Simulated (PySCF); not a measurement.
BiBr₂, charge +1, multiplicity 1. Atoms are numbered in the order given.

```xyz
3

Bi     0.0000     0.0000     0.7371
Br     0.0000    -1.9710    -0.8740
Br     0.0000     1.9710    -0.8740
```
Charge +1, spin multiplicity 1.

Geometry optimised at B3LYP-D3(BJ)/def2-SVP. The multiplicity is an assumed one; other spin states were not compared. The isomer is the one that the SMILES or the coordinates give; other isomers of the formula were not compared. The def2 effective core potentials stand for the cores of Bi; spin–orbit coupling is left out.

All values below come from PBE/def2-TZVPD (PySCF).

Symmetry labels are those of the subgroup C2v that the program uses (full group C2v).

Computed valence orbital energies around the gap with their symmetry:
| orbital | symmetry | energy (eV) |
|---|---|---|
| HOMO−7 | B2 | -24.45 |
| HOMO−6 | A1 | -21.14 |
| HOMO−5 | B2 | -14.64 |
| HOMO−4 | A1 | -13.94 |
| HOMO−3 | B1 | -13.38 |
| HOMO−2 | A2 | -12.70 |
| HOMO−1 | A1 | -12.59 |
| HOMO | B2 | -12.40 |
| LUMO | B1 | -10.41 |
| LUMO+1 | A1 | -8.25 |
| LUMO+2 | B2 | -7.84 |
| LUMO+3 | A1 | -4.54 |
